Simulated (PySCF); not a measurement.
Computed shifts of a molecule CH7AlO2Si, HF/pcSseg-1 (PySCF), GIAO, gas phase, equivalent atoms averaged, in ppm (number of nuclei): ¹H: 4.82 (3), 3.95 (3), 3.82 (1). ¹³C: 51.0 (1). ²⁹Si: -47.4 (1). References: ¹H against TMS (σ = 31.99 ppm); ¹⁷O against H2O (σ = 333.0 ppm); ¹³C against TMS (σ = 192.6 ppm); ²⁹Si against TMS (σ = 393.8 ppm), references at their B3LYP-D3(BJ)/def2-TZVP geometries, non-relativistic. The structure is a stationary point at B3LYP-D3(BJ)/def2-SVP. The values are those of a single conformer.

Problem. Identify the compound among the candidates.
A) C[O][Al]([OH])[SiH3]
B) C[O][AlH][O][SiH3]
C) [CH3][Al]([OH])[O][SiH3]
D) [OH][Al]([OH])[CH2][SiH3]

Solution. B, C[O][AlH][O][SiH3]
